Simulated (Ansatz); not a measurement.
Z-matrix (Å, degrees):
```
Si
C 1 1.869
C 1 2.270 2 42.4
S 1 2.128 2 116.4 3 116.2
O 1 1.664 2 82.0 3 0.2
H 1 1.484 2 120.9 3 -112.4
H 2 1.089 1 116.8 3 -113.9
H 2 1.089 1 116.8 3 114.0
H 3 1.093 1 125.4 2 95.6
H 3 1.093 1 124.8 2 -95.8
H 4 1.342 1 94.0 2 155.6
```

Charge 0, multiplicity 1.

Q: List the PBE/def2-TZVPP orbital energies in eV (Ansatz). (Estimate.)

A: Ansatz gave: Occupied: -2395.80, -1780.45, -510.07, -270.51, -268.93, -208.79, -154.93, -154.83, -154.72, -138.06, -94.82, -94.82, -94.76, -25.37, -18.41, -18.26, -15.44, -12.26, -11.94, -11.39, -10.56, -10.18, -9.33, -8.14, -7.58, -7.30, -6.65, -6.38. Lowest empty: -0.79, -0.62, 0.12, 0.52, 1.04, 1.42, 1.75, 2.31.
